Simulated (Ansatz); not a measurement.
C3H10Si2 can be A, `C[SiH2]/C=C/[SiH3]`, or B, `[SiH3]/C=C/C[SiH3]`.

Isolated molecules relaxed with PBE0-D4/def2-TZVP in Ansatz; ΔE leaves out vibrations. CCSD(T)/CBS is the MP2 limit (def2-TZVPP, def2-QZVPP) plus CCSD(T) − MP2 in def2-TZVPP, frozen cores. Double bonds are as drawn, so ΔE can hold a change between cis and trans. Functionals use def2-TZVPP. B3LYP here is the variant with VWN-RPA as its local correlation; programs differ in this. Each species was taken in one conformer, which may not be the lowest.

A:

```xyz
15

C     1.5086    1.9800    1.2351
Si    1.1469    0.1444    1.2242
C     0.2148   -0.3551   -0.3139
C    -1.0129   -0.8865   -0.3010
Si   -1.9463   -1.3695   -1.8391
H     0.5819    2.5578    1.2102
H     2.1090    2.2631    0.3671
H     2.0632    2.2605    2.1338
H     2.4326   -0.6079    1.2897
H     0.3133   -0.2362    2.3986
H     0.6943   -0.1972   -1.2822
H    -1.4943   -1.0472    0.6653
H    -2.2789   -2.8204   -1.8228
H    -1.1050   -1.0684   -3.0275
H    -3.2272   -0.6173   -1.9374
```

B:

Z-matrix (Å, degrees):
```
Si
C 1 1.852
H 1 1.489 2 111.4
H 1 1.489 2 111.3 3 119.5
H 1 1.488 2 108.9 3 -120.2
C 2 1.335 1 122.9 3 120.0
H 2 1.090 1 119.2 3 -60.1
C 6 1.487 2 125.9 1 -177.9
H 6 1.090 2 118.8 1 -0.3
Si 8 1.889 6 110.8 2 102.9
H 8 1.094 6 111.2 2 -17.6
H 8 1.095 6 111.0 2 -137.8
H 10 1.488 8 110.2 6 175.1
H 10 1.487 8 109.8 6 55.2
H 10 1.486 8 109.7 6 -64.6
```

Q: Which is lower in electronic energy at CCSD(T)/CBS, and by how much? (Best estimate.)

A: Ansatz gave: A, by 32.0 kJ/mol.

Q: Give E(B) − E(A) in kJ/mol with B2PLYP, B3LYP-D4, CCSD(T)/def2-TZVPP, PBE-D4, B3LYP, MP2/def2-TZVPP, HF/def2-TZVPP. (An estimate is asked.)

A: Computed: B2PLYP 31.3, B3LYP-D4 30.2, CCSD(T)/def2-TZVPP 30.3, PBE-D4 28.7, B3LYP 31.3, MP2/def2-TZVPP 29.8, HF/def2-TZVPP 30.2. None reverses the order clearly.

Largest T1 diagnostic: 0.012.
